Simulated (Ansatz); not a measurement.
`C=CBCl` + `C=C(N)S` → `SBCl` + `C=CC(=C)N`  (formal exchange of groups at a B–C bond)

Gas-phase electronic energies from Ansatz, PBE0-D4/def2-TZVP geometries. CCSD(T)/CBS is the MP2 limit (def2-TZVPP, def2-QZVPP) plus CCSD(T) − MP2 in def2-TZVPP, frozen cores. This one scheme is used for every species. DFT in def2-TZVPP. B3LYP here is the variant with VWN-RPA as its local correlation; programs differ in this. HSE06 is defined as in plane-wave codes. One conformer a species, not always the lowest.

```csv
level,ΔE (kcal/mol),difference from CCSD(T)/CBS
LDA (SPW92),-24.1,-2.2
B97M-V,-22.9,-1.0
PBE0-D4,-22.4,-0.5
r2SCANh-D4,-22.8,-0.9
ωB97M-V,-21.1,0.8
B2PLYP,-21.6,0.3
revPBE,-21.6,0.3
B3LYP,-21.2,0.7
r2SCANh,-22.7,-0.8
HSE06,-22.3,-0.4
BHLYP,-21.2,0.7
CAM-B3LYP,-21.2,0.7
LC-ωPBE,-21.5,0.4
CCSD/def2-SVP,-24.5,-2.6
HF/def2-TZVPP,-19.9,2.0
SCS-MP2/def2-QZVPP,-21.3,0.6
CCSD(T)/CBS,-21.9,0
```

Largest T1 diagnostic among the species: 0.013.

Leaving LDA and LC-ωPBE aside and taking each functional with its dispersion term where it has one, the values, not all of them listed here, spread over 1.8 kcal/mol, from B97M-V to ωB97X-V. LDA lies −1.8 kcal/mol from PBE without D4. In def2-TZVPP, CCSD(T) changes the Hartree–Fock value by −2.3 kcal/mol (the triples alone add −0.4 kcal/mol) and MP2 by −2.5 kcal/mol. At CCSD(T), def2-SVP lies −3.0 kcal/mol from the extrapolated value and def2-TZVPP −0.3 kcal/mol.
